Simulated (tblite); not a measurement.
C₂H₆OSSi (charge -1 and doublet state).
Bonds: C1–C2, C2–O3, C2–S4, S4–Si5. Hydrogens: H6, H7, H8 on C1; H9, H10, H11 on Si5.

The geometry is computed with GFN2-xTB (gas phase). This method treats the open shell by occupation alone, without spin polarisation.

(1) What internal coordinates does the optimisation give?

Answers

(1) 
```
               bond  length (bohr)
              C1–C2          2.853
              C2–O3          2.365
              C2–S4          3.398
             S4–Si5          4.095
C1–H6, C1–H7, C1–H8          2.067
             Si5–H9          2.774
   Si5–H10, Si5–H11          2.762
```

Bonds in one row agree within 0.02 bohr and their mean is given. A selection of angles:
```
      angle  degrees
   C2–C1–H6    110.3
   C2–C1–H7    111.2
   H6–C1–H7    107.7
   H6–C1–H8    109.7
   C1–C2–O3    124.1
   C1–C2–S4    111.1
   O3–C2–S4    122.4
  C2–S4–Si5    106.3
  S4–Si5–H9    105.2
 S4–Si5–H10    116.8
 S4–Si5–H11    108.6
 H9–Si5–H10    106.3
 H9–Si5–H11    111.7
H10–Si5–H11    108.2
```

Torsions: C1–C2–S4–Si5 -82° (synclinal). The mirror-image conformer, all signs reversed, is as good.

Of the pairs four or more bonds apart, Si5···H7 is among the closest relative to their van der Waals radii: 3.40 Å, 103 % of the sum of Bondi's values. Si5 (silicon bonded to S and 3 H) is distorted tetrahedral (angles from 105.2° to 116.8°). C2 (carbon bonded to C, O and S) is almost planar (angles 124.1°, 122.4° and 111.1°, sum 357.6°, 0.13 Å off the plane of its three neighbours).

Point group: C1 (no symmetry element, even within 0.4 Å). Its GFN2-xTB frequencies are all real (lowest 32 cm⁻¹). Whether the extra electron is bound in the gas phase wasn't checked; a finite basis holds it in any case.
